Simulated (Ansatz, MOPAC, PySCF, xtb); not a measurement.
Noncovalent pair: CH3Cl (SMILES CCl) (first 5 atoms) with CHN (SMILES C#N); geometry from B3LYP-D3(BJ)/def2-TZVP, rigid monomers moved along the line of their centres of mass till H5···N7 is 2.39 Å.
(charge 0, multiplicity 1):
```
atom    x (Å)    y (Å)   z (Å)
----  -------  -------  ------
C      0.5417  -0.4595  1.1003
Cl    -1.0040   0.4061  1.4187
H      0.3040  -1.3928  0.5996
H      1.1536   0.1735  0.4656
H      1.0288  -0.6424  2.0528
C     -0.0620   0.1334  4.3591
N      0.9467  -0.4067  4.4305
H     -0.9996   0.6334  4.2697
```

Interaction energies are E(AB) − E(A) − E(B) at the monomers' geometry in the complex; basis-set methods are counterpoise corrected. Rows marked so take none.

Rows in 3-21G carry no dispersion term and start afresh at each structure. The state that PM7 reach isn't checked; PM7 holds dispersion and hydrogen-bond terms.

Codes used: Ansatz (Gaussian basis) for Hartree–Fock, density functionals and correlated methods; MOPAC for PM7 (differences of heats of formation); PySCF for 3-21G rows, the dispersion terms; xtb for the GFN methods. Values without a source in brackets are computed.

```csv
level,interaction energy (kJ/mol)
GFN-FF,-7.3
PM7,-13.4
GFN2-xTB,-10.2
HF/3-21G (no counterpoise),-7.5
PBE/def2-TZVPPD,-6.2
PBE-D3(BJ)/def2-TZVPPD,-11.8
r2SCAN-D3(BJ)/def2-TZVPPD,?
B3LYP-D4/def2-TZVPPD,-10.1
wB97X-V/def2-TZVPPD,-10.2
```

Task: Fill in the missing entries.

Result: 
- r2SCAN-D3(BJ)/def2-TZVPPD, interaction energy (kJ/mol): -11.2

Ansatz is a first-principles code.
